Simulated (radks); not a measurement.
Sr, 38 electrons, occupied as [Ar] 3d10 4s2 4p5 5s2 6s1 (not the ground configuration). Calculated with a radial shooting solver on a logarithmic mesh with Libxc functionals: Dirac Kohn-Sham, PBE, spin-unpolarised, spherical densities, finite nucleus; open shells are shared between the two j in proportion to 2j + 1; Fermi nuclear charge, rms radius 4.224 fm. Some entries of the table are withheld. Estimate them.

orbital     occ.  eigenvalue (eV)  <r> (bohr)  <1/r> (bohr^-1)
1s1/2          2              (1)     0.03916            39.00
2s1/2          2        -2167.282      0.1722            8.780
2p1/2          2              (2)      0.1475            8.751
2p3/2          4              (3)      0.1516            8.411
3s1/2          2        -343.8966      0.4918            2.935
3p1/2          2              (4)      0.4912            2.825
3p3/2          4              (5)      0.5016            2.744
3d3/2          4        -139.3101      0.4956            2.522
3d5/2          6        -137.4771      0.4993            2.501
4s1/2          2         -49.5460       1.333            1.011
4p1/2    1.66667              (6)       1.495           0.8910
4p3/2    3.33333              (7)       1.526           0.8705
5s1/2          2          -6.9642       3.647           0.3526
5p1/2          0          -3.7168         (8)           0.2812
5p3/2          0          -3.5872         (9)           0.2756
6s1/2          1          -1.3403       9.604           0.1286

Answer. 
(1) 1s1/2 eigenvalue (eV): -15941.36
(2) 2p1/2 eigenvalue (eV): -1973.313
(3) 2p3/2 eigenvalue (eV): -1904.899
(4) 3p1/2 eigenvalue (eV): -273.4437
(5) 3p3/2 eigenvalue (eV): -262.9496
(6) 4p1/2 eigenvalue (eV): -31.7550
(7) 4p3/2 eigenvalue (eV): -30.5021
(8) 5p1/2 <r> (bohr): 4.580
(9) 5p3/2 <r> (bohr): 4.672
